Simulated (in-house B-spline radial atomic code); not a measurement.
Solving the quasi-particle equation for 6s up of Eu⁺

Configuration [Xe] 4f7 6s1, highest spin, start PBE; correlation leaves out the 9 deepest shells, empty levels kept to 800 hartree. Computed with an all-electron radial atomic-structure program (B-spline basis): all electrons, scalar-relativistic (spin-free one-electron X2C), finite nucleus, each spin shell either full or empty, empty states to l = 9 with an (l + 1/2)⁻⁴ tail; G0W0 by contour deformation at full frequency.

RPA overbinds a lone outer s electron by self-correlation, and G0W0 tends to as well.

At the mean-field level ε = -8.905 eV the matrix elements are Σx = -8.524 eV, v_xc = -6.881 eV and Σc(ε) = -1.542 eV, and the slope of the correlation self-energy is dΣc/dω = -0.1732. The quasi-particle energy solves E = ε + Σx − v_xc + Σc(E).

Q: What does the linearised equation give?

A: Z = 1/(1 − dΣc/dω) = 1/1.1732 = 0.8524. The first-order shift is Σx − v_xc + Σc(ε) = -8.524 − (-6.881) + (-1.542) = -3.185 eV, so E ≈ ε + Z × shift = -8.905 + 0.8524 × (-3.185) = -11.620 eV.

Q: How does that compare with the full solution and with static screening?

A: Solving the equation at full frequency dependence gives E = -11.718 eV, where Σc = -1.170 eV and the weight is 0.890; the linearised value is off by 98 meV. Leaving Z out would give -12.090 eV. Static COHSEX puts -2.919 eV in place of Σc and gives -13.467 eV, 1.75 eV deeper.
